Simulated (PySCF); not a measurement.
Orbital levels and atomic charges: [5]helicene (C22H14)

System: [5]helicene (C22H14), SMILES c1ccc2c(c1)ccc1ccc3ccc4ccccc4c3c12.

Cartesian coordinates (Å):
```
  1 C     3.484    2.109   -0.551
  2 C     2.174    2.298   -1.003
  3 C     1.237    1.309   -0.848
  4 C     1.559    0.087   -0.226
  5 C     2.916   -0.145    0.105
  6 C     3.851    0.897   -0.030
  7 C     3.329   -1.445    0.501
  8 C     2.463   -2.484    0.433
  9 C     1.092   -2.278    0.122
 10 C     0.226   -3.383   -0.045
 11 C    -1.070   -3.192   -0.408
 12 C    -1.627   -1.893   -0.409
 13 C    -3.001   -1.704   -0.721
 14 C    -3.576   -0.481   -0.632
 15 C    -2.856    0.609   -0.073
 16 C    -3.502    1.824    0.217
 17 C    -2.851    2.823    0.890
 18 C    -1.544    2.614    1.340
 19 C    -0.882    1.452    1.037
 20 C    -1.490    0.445    0.263
 21 C    -0.821   -0.782   -0.083
 22 C     0.597   -0.968   -0.038
 23 H     4.207    2.907   -0.645
 24 H     1.904    3.227   -1.484
 25 H     0.239    1.461   -1.228
 26 H     4.874    0.711    0.264
 27 H     4.360   -1.594    0.784
 28 H     2.796   -3.494    0.627
 29 H     0.630   -4.379    0.066
 30 H    -1.710   -4.030   -0.645
 31 H    -3.573   -2.562   -1.043
 32 H    -4.607   -0.326   -0.916
 33 H    -4.534    1.942   -0.081
 34 H    -3.352    3.757    1.103
 35 H    -1.057    3.371    1.937
 36 H     0.115    1.295    1.418
```

Method: BHandHLYP/6-31G*, gas phase, PySCF, fitting set def2-universal-JFIT up to Ne and JKFIT beyond, grid level 1.

(1) Give the orbital energies near the gap.

(2) Give the partial charges of the non-hydrogen atoms.

Results:

(1) 
```tsv
orbital	eV
HOMO-4	-8.63
HOMO-3	-7.78
HOMO-2	-7.08
HOMO-1	-6.46
HOMO	-6.33
LUMO	-0.20
LUMO+1	-0.18
LUMO+2	0.66
LUMO+3	1.35
```

(2) 
```json
{"atom": "C1", "Mulliken": "-0.16", "IAO": "-0.14", "Hirshfeld": "-0.05"}
{"atom": "C2", "Mulliken": "-0.17", "IAO": "-0.14", "Hirshfeld": "-0.05"}
{"atom": "C3", "Mulliken": "-0.19", "IAO": "-0.13", "Hirshfeld": "-0.04"}
{"atom": "C4", "Mulliken": "0.01", "IAO": "-0.01", "Hirshfeld": "0.01"}
{"atom": "C5", "Mulliken": "0.09", "IAO": "0.00", "Hirshfeld": "0.00"}
{"atom": "C6", "Mulliken": "-0.21", "IAO": "-0.14", "Hirshfeld": "-0.05"}
{"atom": "C7", "Mulliken": "-0.19", "IAO": "-0.14", "Hirshfeld": "-0.05"}
{"atom": "C8", "Mulliken": "-0.21", "IAO": "-0.14", "Hirshfeld": "-0.05"}
{"atom": "C9", "Mulliken": "0.10", "IAO": "0.00", "Hirshfeld": "0.00"}
{"atom": "C10", "Mulliken": "-0.20", "IAO": "-0.14", "Hirshfeld": "-0.05"}
{"atom": "C11", "Mulliken": "-0.20", "IAO": "-0.14", "Hirshfeld": "-0.05"}
{"atom": "C12", "Mulliken": "0.10", "IAO": "0.00", "Hirshfeld": "0.00"}
{"atom": "C13", "Mulliken": "-0.21", "IAO": "-0.14", "Hirshfeld": "-0.05"}
{"atom": "C14", "Mulliken": "-0.19", "IAO": "-0.14", "Hirshfeld": "-0.05"}
{"atom": "C15", "Mulliken": "0.09", "IAO": "0.00", "Hirshfeld": "0.00"}
{"atom": "C16", "Mulliken": "-0.21", "IAO": "-0.14", "Hirshfeld": "-0.05"}
{"atom": "C17", "Mulliken": "-0.16", "IAO": "-0.14", "Hirshfeld": "-0.05"}
{"atom": "C18", "Mulliken": "-0.17", "IAO": "-0.14", "Hirshfeld": "-0.05"}
{"atom": "C19", "Mulliken": "-0.19", "IAO": "-0.13", "Hirshfeld": "-0.04"}
{"atom": "C20", "Mulliken": "0.01", "IAO": "-0.01", "Hirshfeld": "0.01"}
{"atom": "C21", "Mulliken": "-0.01", "IAO": "0.00", "Hirshfeld": "0.01"}
{"atom": "C22", "Mulliken": "-0.01", "IAO": "0.00", "Hirshfeld": "0.01"}
```
